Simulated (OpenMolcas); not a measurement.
**Multiplet structure of Zn⁺**

```
Program             : OpenMolcas
Method              : SS-CASPT2, IPEA 0.25 Eh, imaginary shift 0.1 Eh (closed shells correlated: 3d)
Basis               : ANO-RCC-VQZP [7s6p4d3f2g1h]
Scalar Hamiltonian  : DKH2, point nucleus
Active space        : 1 electron in 4 orbitals (4s 4p)
State averaging     : 2S+1 = 2 even, 1 root; 2S+1 = 2 odd, 3 roots
Spin-orbit coupling : RASSI with atomic mean-field integrals over the reference wave functions, term energies averaged over their components
```

Spin-free terms above the lowest, with the occupations of the reference:

```json
{"Configuration": "4s", "Term": "2S", "E (cm-1)": "0.0", "Occupations": "4s 1.00"}
{"Configuration": "4p", "Term": "2P*", "E (cm-1)": "49528", "Occupations": "4p 1.00"}
```

With spin-orbit coupling, above the lowest level:

| Configuration | Term | J | E (cm-1) | Measured (cm-1) | g | Term weight % |
| --- | --- | --- | --- | --- | --- | --- |
| 4s | 2S | 1/2 | 0.0 | 0.0 | 2.002 | 100 |
| 4p | 2P* | 1/2 | 49067 | 48481 | 0.666 | 100 |
| 4p | 2P* | 3/2 | 49759 | 49355 | 1.334 | 100 |

Against the 2 measured excited levels shown (NIST Handbook of Basic Atomic Spectroscopic Data) the mean absolute deviation is 500 cm-1; the largest miss in energy is 4p 2P* 1/2: computed 49067, measured 48481 cm-1 (+1.2 %).

With one active electron, CASPT2 adds the correlation within the correlated inactive shells and between them and that electron, and leaves the splitting within a term as the reference gives it. Measured partners are found by configuration, term and J. A level has none where our copy of the source lacks it or the pairing is in doubt (some pairs that miss far off the trend of their configuration count as doubtful), and it then counts in no deviation. Levels of configurations outside the active space are missing.

The term weight is that of the spin-free term in the level, not the purity of its configuration. * marks odd parity.
